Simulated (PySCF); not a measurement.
Electronic structure of W²⁺ (tungsten, charge +2) at the BP86 level

Configuration: [Xe] 4f14 5d4, high-spin 5D determinant. Calculation: PySCF 2.14, in def2-TZVP with the def2 core potential (60 electrons) (6s4p3d1f, 40 functions); a scalar-relativistic core potential.

```json
{
  "Total energy": "-66.1328 hartree",
  "One-electron energy": "-104.4069 hartree",
  "Hartree (Coulomb) energy": "45.4875 hartree",
  "Exchange-correlation energy": "-7.2135 hartree",
  "⟨S²⟩": "6.0005",
  "⟨L²⟩": "6.064",
  "Sum of ⟨r⟩": "17.48 bohr",
  "Sum of ⟨r²⟩": "30.12 bohr²",
  "Traceless quadrupole moment −½Σ⟨3z² − r²⟩ along its main axis": "-0.683 e·bohr²",
  "Time after the integrals": "0.51 s of wall time on 1 thread of Neoverse-V2 (shared host)"
}
```

```tsv
shell	electrons	mean orbital energy (hartree)	spread (hartree)	rms radius, mean of both spins (bohr)
5s α	1	-3.48366	0	1.15
5s β	1	-3.41520	0	1.15
5p α	3	-2.17386	0.01914	1.35
5p β	3	-2.08594	0.04065	1.35
5d α	4	-0.77178	0.02721	2.03
```

Energies and moments cover only the electrons outside the core potential. Spin-orbit coupling, absent here, splits the open shell strongly.
